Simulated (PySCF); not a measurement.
Species: C3H7ClO2Si.
SMILES with atom numbers: `[Cl:1][CH2:2][SiH:3]1[O:4][CH2:5][CH2:6][O:7]1` (hydrogens: H8, H9 on C2; H10 on Si3; H11, H12 on C5; H13, H14 on C6)

Structure used (PBE0-D3(BJ)/def2-SVP), in Å, numbered top down from 1:
```
atom  x, y, z in Å
Cl1    3.103   -1.148    1.223
C2     2.249    0.031    0.175
Si3    0.598   -0.717   -0.302
O4    -0.297    0.264   -1.327
C5    -1.378    0.835   -0.611
C6    -1.692   -0.103    0.563
O7    -0.468   -0.671    0.989
H8     2.883    0.232   -0.701
H9     2.123    0.966    0.738
H10    0.808   -2.061   -0.893
H11   -1.096    1.839   -0.242
H12   -2.244    0.952   -1.281
H13   -2.158    0.437    1.402
H14   -2.388   -0.902    0.245
```

The calculation used core-valence-separated Tamm–Dancoff BHandHLYP/aug-pcX-1 (pcseg-1 on H, def2-SVPD on Cl, def2-SVPD on Si) in PySCF, non-relativistic, gas phase, PBE0-D3(BJ)/def2-SVP geometry. Absolute energies from this functional tend to lie a few eV below measured edges; no shift was applied.

The lowest roots of each edge with f over 0.003 (five at most, numbered afresh; weaker and dark ones are left out), with transition dipoles (au) in the frame of the coordinates:

```csv
root,edge,E (eV),μx,μy,μz
1,C,284.38,-0.0456,0.0605,-0.0548
2,C,286.80,-0.0419,0.0491,0.0271
3,C,286.89,-0.0147,-0.0326,0.0159
4,C,286.90,-0.0751,0.0141,-0.0072
5,C,287.25,-0.0020,-0.0232,0.0612
6,O,532.83,-0.0096,0.0012,-0.0136
7,O,533.00,0.0030,-0.0038,-0.0193
8,O,533.61,-0.0269,0.0248,-0.0040
9,O,533.78,0.0418,-0.0153,-0.0192
10,O,533.90,-0.0291,0.0069,-0.0041
```

Task: What are the oscillator strengths?

Result: f = (2/3) ΔE |μ|², with ΔE in hartree (27.2114 eV):

| root | ΔE (Eh) | \|μ\|² (au) | f | core hole on |
| --- | --- | --- | --- | --- |
| 1 | 10.4508 | 0.008743 | 0.061 | C2 |
| 2 | 10.5396 | 0.004901 | 0.034 | C5 |
| 3 | 10.5429 | 0.001532 | 0.011 | C2 |
| 4 | 10.5433 | 0.005891 | 0.041 | C6 |
| 5 | 10.5561 | 0.004288 | 0.030 | C5 + C6 |
| 6 | 19.5812 | 0.000279 | 0.004 | O4 |
| 7 | 19.5874 | 0.000396 | 0.005 | O7 |
| 8 | 19.6096 | 0.001355 | 0.018 | O7 |
| 9 | 19.6162 | 0.002350 | 0.031 | O4 |
| 10 | 19.6204 | 0.000911 | 0.012 | O7 |

Task: Molecules are fixed in this frame and the field points along z. What effective strengths 3 f cos²θ do the roots have (θ between field and μ)?

Result: root 1 (C2): 0.063, root 2 (C5): 0.015, root 3 (C2): 0.005, root 4 (C6): 0.001, root 5 (C5 + C6): 0.079, root 6 (O4): 0.007, root 7 (O7): 0.015, root 8 (O7): 0.001, root 9 (O4): 0.014, root 10 (O7): 0.001. Root 5 is the strongest. Averaged over all orientations cos²θ is 1/3, which gives f back.

One conformer stands for the species.
